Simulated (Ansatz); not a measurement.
C2H7BFGa, SMILES `[BH2][GaH][CH2]CF` at its PBE0-D4/def2-TZVP geometry, where that method's forces vanish. Charge 0, multiplicity 1.

```tsv
atom	x (Å)	y (Å)	z (Å)
B1	1.073	1.887	-1.365
Ga2	0.875	-0.033	-0.623
C3	-0.913	-0.820	-0.120
C4	-0.777	-0.807	1.373
F5	0.283	0.102	1.710
H6	0.991	2.133	-2.537
H7	1.274	2.828	-0.650
H8	2.078	-1.048	-0.508
H9	-1.745	-0.207	-0.468
H10	-1.028	-1.831	-0.511
H11	-1.645	-0.435	1.919
H12	-0.467	-1.770	1.782
```

(1) For each bond, give half the difference of the two atoms' forces along it (eV/Å; positive pushes the atoms apart) under PBE-D4, r2SCAN-D4, B3LYP-D4, ωB97M-V in def2-TZVPP. (Estimate.)

Results:

(1) The calculation gave: 
| bond | length (Å) | PBE-D4 | r2SCAN-D4 | B3LYP-D4 | ωB97M-V |
| --- | --- | --- | --- | --- | --- |
| B1–Ga2 | 2.069 | -0.23 | -0.10 | 0.05 | 0.12 |
| B1–H6 | 1.199 | 0.11 | 0.01 | -0.12 | -0.13 |
| B1–H7 | 1.199 | 0.12 | 0.01 | -0.12 | -0.13 |
| Ga2–C3 | 2.017 | 0.19 | 0.06 | 0.19 | -0.03 |
| Ga2–H8 | 1.579 | 0.07 | -0.06 | -0.06 | -0.11 |
| C3–C4 | 1.499 | -0.09 | 0.03 | 0.13 | 0.19 |
| C3–H9 | 1.090 | 0.08 | -0.03 | -0.10 | -0.08 |
| C3–H10 | 1.091 | 0.08 | -0.04 | -0.11 | -0.07 |
| C4–F5 | 1.437 | 0.54 | 0.41 | 0.42 | 0.25 |
| C4–H11 | 1.091 | 0.10 | -0.07 | -0.16 | -0.16 |
| C4–H12 | 1.091 | 0.08 | -0.08 | -0.15 | -0.14 |

B3LYP here is the variant with VWN-RPA as its local correlation; programs differ in this.

Results of the Gaussian-basis code of Ansatz.
